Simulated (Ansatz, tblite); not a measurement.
Removing an electron: the cluster Si5B⁻ (the lowest singlet isomer of a short search). Total charge -1; singlet. Geometry: PBE-D4/def2-SVPD. Ansatz, gas phase; energy differences of separate SCF runs; the oxidised species was run as a doublet alone.

```
atom   x (Å)   y (Å)   z (Å)
  B1  -0.220  -1.121   0.868
 Si2   1.467   0.069   0.496
 Si3  -1.407   1.222  -2.242
 Si4  -1.007  -0.398  -0.728
 Si5   1.084  -1.605   2.144
 Si6   0.083   1.833  -0.538
```

The xTB rows come from tblite. The structure comes from a short search, and lower isomers may exist.

| level | −HOMO (eV) | vertical IE (eV) | −LUMO (eV) | HOMO–LUMO gap (eV) | remarks |
| --- | --- | --- | --- | --- | --- |
| GFN2-xTB | 0.89 | 2.95 | -0.05 | 0.94 | – |
| PBE-D4/def2-TZVPD | 0.82 | 2.89 | -0.61 | 1.43 | – |
| PBE0-D4/def2-TZVPD | 1.56 | 2.94 | -1.20 | 2.76 | restricted SCF unstable in HF (-1 singlet) |

Run but left out: B2PLYP/def2-TZVPD (singlet: restricted singlet, unstable in another Hartree–Fock run and untested here).  Raw xTB energy differences between charge states are shifted by several eV; the methods need an empirical correction for them.
